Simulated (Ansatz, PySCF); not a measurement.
I₄Se, SMILES I[Se+](I)(I)I, charge +1, multiplicity 2. Atoms are numbered in the order given.

```xyz
5

Se     0.0000     0.0000     0.0000
I     -1.4932     1.4932     1.4932
I      1.4932     1.4932    -1.4932
I      1.4932    -1.4932     1.4932
I     -1.4932    -1.4932    -1.4932
```
Charge +1, spin multiplicity 2.

Geometry optimised at PBE0-D3(BJ)/def2-SVP. The def2 effective core potentials stand for the cores of I; spin–orbit coupling is left out.

Two levels are set side by side: PBE-D3(BJ)/def2-SVP (Ansatz, a program for electronic structure) and PBE0-D3(BJ)/def2-SVP (Ansatz). Each level has its own optimised geometry; the coordinates shown are those of the second. Frequencies come from the Hessian of PySCF at each geometry. Differences are taken from unrounded values.

```tsv
quantity	PBE0-D3(BJ)
mean bond length (Å)	2.586
bond Se1–I2 (Å)	2.586
bond Se1–I3 (Å)	2.586
bond Se1–I4 (Å)	2.586
bond Se1–I5 (Å)	2.586
highest harmonic wavenumber (cm⁻¹)	209
mean harmonic wavenumber (cm⁻¹)	108
zero-point energy (kcal/mol)	1.39
```

Q: What does PBE-D3(BJ) give, and how far is it from PBE0-D3(BJ)? (The exact figures need the calculation; the answer reports its results.)

A: 
```tsv
quantity	PBE-D3(BJ)	PBE-D3(BJ) minus PBE0-D3(BJ)
mean bond length (Å)	2.617	0.031
bond Se1–I2 (Å)	2.617	0.031
bond Se1–I3 (Å)	2.617	0.031
bond Se1–I4 (Å)	2.617	0.031
bond Se1–I5 (Å)	2.617	0.031
highest harmonic wavenumber (cm⁻¹)	204	-5
mean harmonic wavenumber (cm⁻¹)	108	0
zero-point energy (kcal/mol)	1.39	-0.01
```

Exact exchange shortens and stiffens bonds; PBE has none. Differences between two approximate levels are no errors against the true value.
